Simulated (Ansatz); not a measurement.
The same path of BFH3N + H3N (10 atoms, charge 0, multiplicity 1) was run twice with different band settings. Lost on the way: B1–H2, N7–H10. Made: B1–N7, H2–H10.

Computed with RKS BHLYP/6-31G* (Ansatz 0.2.0).

Relaxed end points:

```xyz
10
Properties=species:S:1:pos:R:3
B -0.132 -0.412 -0.173
H -0.104 -1.074 0.812
F 0.977 0.226 -0.553
N -1.284 -0.285 -0.937
H -2.134 -0.764 -0.716
H -1.316 0.249 -1.784
N -0.171 2.575 1.281
H -1.049 2.283 0.882
H 0.552 2.199 0.687
H -0.086 2.111 2.172
```

```xyz
10
Properties=species:S:1:pos:R:3
B -0.132 0.681 -0.699
H -0.330 0.137 3.330
F 1.046 0.269 -1.190
N -1.295 0.019 -1.134
H -1.246 -0.750 -1.771
H -2.217 0.226 -0.811
N -0.122 1.744 0.226
H -0.942 2.166 0.608
H 0.729 2.213 0.465
H -0.237 0.403 2.649
```

Common settings: spring 5.0 eV/Å²; optimiser quadratic models (default); start path through a guess of the saddle point; force threshold 0.05 eV/Å; iteration limit 60; end points relaxed.

| run | movable images | climbing image |
| --- | --- | --- |
| 1 | 5 | yes |
| 2 | 8 | no |

**Question.** What does each run give, and how far can it be trusted?

**Answer.** Run 1: converged after 19 iterations, highest image 1.940 eV above the first end. The profile has 2 maxima (images 1, 3) with wells between them (image 2): this band takes more than one step, which may be the mechanism or a detour left from its start path. Neighbouring images differ by up to 2.3 eV, so the band resolves the path poorly. A vibrational analysis at the climbing image gives one clearly imaginary mode, 1804i cm⁻¹: a first-order saddle point.
Run 2: converged after 13 iterations, highest image 0.943 eV above the first end. The profile has 2 maxima (images 1, 4) with wells between them (image 3): this band takes more than one step, which may be the mechanism or a detour left from its start path. Neighbouring images differ by up to 1.3 eV, so the band resolves the path poorly. No image climbed, so the highest image needn't sit at the top of the path.
The orbitals stay closed-shell, which can raise the energy where a bond breaks towards radicals; this wasn't checked here.
